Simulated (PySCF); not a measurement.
B3LYP has the VWN-RPA correlation part, as in Gaussian. Delta-SCF ions had no search for a lower state. Excitations are Tamm–Dancoff values on a coarser integration grid. The basis has no diffuse functions, so Rydberg states are missing or too high.

Z-matrix (Å, degrees):
```
Si
H 1 1.4845
H 1 1.4856 2 108.42
Si 1 2.3422 2 109.54 3 -118.62
H 4 1.4832 1 112.51 2 48.63
H 4 1.4835 5 107.86 1 -121.79
S 4 2.1573 5 110.67 6 -121.05
H 7 1.3448 4 96.00 5 57.32
Si 1 2.3444 2 110.19 3 120.97
H 9 1.4814 1 109.65 2 57.07
H 9 1.4825 10 108.99 1 -119.87
H 9 1.4831 10 108.97 11 -118.65
```
Charge 0, multiplicity 1.

Problem. What brightest of the four lowest singlets (TDA), T1 excitation (TDA), S1 oscillator strength, HOMO, HOMO–LUMO gap, vertical ionisation energy (Delta-SCF), dipole moment and total energy does B3LYP-D3(BJ)/def2-TZVP (PySCF 2.14.0) give?

Solution. 
The brightest of the four lowest singlets (TDA) is 6.34 eV. The T1 excitation (TDA) is 5.14 eV and the S1 oscillator strength is 0.004. The HOMO is -7.23 eV. The HOMO–LUMO gap is 6.50 eV, the vertical ionisation energy (Delta-SCF) is 9.43 eV and the dipole moment is 0.90 D. The total energy is -1271.6479 Ha.
